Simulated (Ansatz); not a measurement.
Reaction (redistribution): `[OH][Au]` + `FC[SiH](S)Cl` → `[SH][Au]` + `O[SiH](Cl)CF`

Computed with Ansatz on PBE0-D4/def2-TZVP structures; ΔE is electronic, products minus reactants. CBS: MP2 limit from def2 TZ/QZ plus the TZ coupled-cluster correction, frozen cores. DFT in def2-TZVPP. def2 core potentials past Kr. For Au outer-core shells are correlated without core-valence functions, which leaves a few kJ/mol of doubt a bond. One conformer a species, not always the lowest.

```tsv
species	PBE0-D4 energy (Eh)
`[OH][Au]`	-211.47001
`FC[SiH](S)Cl`	-1287.86614
`[SH][Au]`	-534.41119
`O[SiH](Cl)CF`	-964.99799
```

(1) Work out ΔE.

Largest T1 diagnostic among the species: 0.030, so the coupled-cluster value is less sure than usual.

Results:

(1) ΔE = (-534.41119) + (-964.99799) − (-211.47001) − (-1287.86614) = -0.07303 Eh = -191.7 kJ/mol. CCSD(T)/CBS gives -199.0 kJ/mol.

In def2-TZVPP, CCSD(T) changes the Hartree–Fock value by +22.7 kJ/mol (the triples alone add +4.8 kJ/mol) and MP2 by +13.9 kJ/mol. From PBE to PBE0 (25 % exact exchange), in def2-TZVPP and without D4, ΔE moves by −14.2 kJ/mol.
